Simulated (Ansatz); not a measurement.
Geometry optimisation, RKS r2SCAN-D4/def2-SVP (Ansatz 0.2.0).

Input file:

```yaml
crystal:
  periodic: [false, false, false]
  atoms:
    - { symbol: Si, position_ang: [0.646148, 0.275576, 0.657819] }
    - { symbol: Cl, position_ang: [-1.758808, -0.546662, -1.636004] }
    - { symbol: O, position_ang: [0.968888, -1.130765, 0.146051] }
    - { symbol: H, position_ang: [-0.739214, -1.317933, -1.33093] }
    - { symbol: Cl, position_ang: [1.32852, 2.006392, -0.143467] }
    - { symbol: Cl, position_ang: [-0.445435, 0.713592, 2.306532] }
basis:
  gaussian: { orbitals: def2-SVP }
hamiltonian:
  xc: r2scan
  dispersion: d4
relax:
  f_tol: 0.03
  max_steps: 50
output:
  orbitals: {}
```

Run as:

```bash
$ ansatz run input.yaml --threads 2 --pin off --max-ram 3072MiB --backend cpu --events-out ev --progress --plain --runs-dir out
```

**Question.** Where does it end, and by what steps?

**Answer.** The run converged. The force dipped under the threshold on the way, but the program's further checks kept it going. After 29 steps the energy has fallen by 2.786 eV; H4 moved furthest, 1.55 Å. Parted: Cl2–H4 (1.31 → 3.21 Å). Joined: Si1–Cl2 (3.42 → 2.05 Å), O3–H4 (2.27 → 0.97 Å).

```tsv
step	energy less start (eV)	largest force component (eV/Å)	accepted
0	0.0000	0.503	yes
2	-0.0814	0.438	yes
4	-0.1181	0.784	no
6	-0.1767	0.476	yes
8	-0.5032	1.688	yes
10	-2.1227	1.912	yes
12	-2.3716	1.171	yes
14	-2.6964	0.456	yes
16	-2.7657	0.148	yes
18	-2.7710	0.047	yes
20	-2.7711	0.001	yes
22	-2.7712	0.034	yes
24	-2.7717	0.055	yes
26	-2.7233	1.816	no
28	-2.7822	0.100	yes
29	-2.7860	0.010	yes
```

```xyz
6
Properties=species:S:1:pos:R:3
Si -0.024 0.301 0.050
Cl -1.717 0.491 -1.090
O 0.790 -1.066 -0.332
H 0.298 -1.897 -0.337
Cl 1.241 1.853 -0.310
Cl -0.588 0.318 2.020
```

Whether the end is a true minimum wasn't checked by a vibrational analysis.

Time of the run: 60 s on 2 threads of Intel(R) Xeon(R) Platinum 8488C (Sapphire Rapids) (shared host), peak memory 0.17 GiB.
